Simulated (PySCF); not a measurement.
# How methods differ on the excitation energy of Os

Os [Xe] 4f14 5d6 6s2 (5D) → Os [Xe] 4f14 5d6 6s1 6p1 (high-spin determinant), as a difference of total energies. All numbers are calculated (PySCF 2.14, scalar relativity through the core potential, in aug-cc-pVTZ-PP with one added diffuse shell each of s, p, d, f, g type with ECP60MDF (7s7p6d4f3g, 113 functions)). Correlated levels: valence: 5s2 5p6 frozen. The calculations carry no spin-orbit coupling.

| method | excitation energy (eV) |
| --- | --- |
| UHF | 1.439 |
| LDA | 3.411 |
| PBE0 | 2.814 |
| r2SCAN | 2.783 |
| M06-L | 3.755 |
| PW91 | 3.102 |
| M06-2X | 3.301 |
| MP2 (valence) | 2.766 |
| SCS-MP2 (valence) | 3.129 |

Task: How much does correlation contribute at MP2 (valence)?

Result: 2.766 − (1.439) = 1.327 eV, measured against UHF.

The determinant of the upper state mixes LS terms, which raises its energy above the lowest term, most at the Hartree-Fock and MP2 levels.
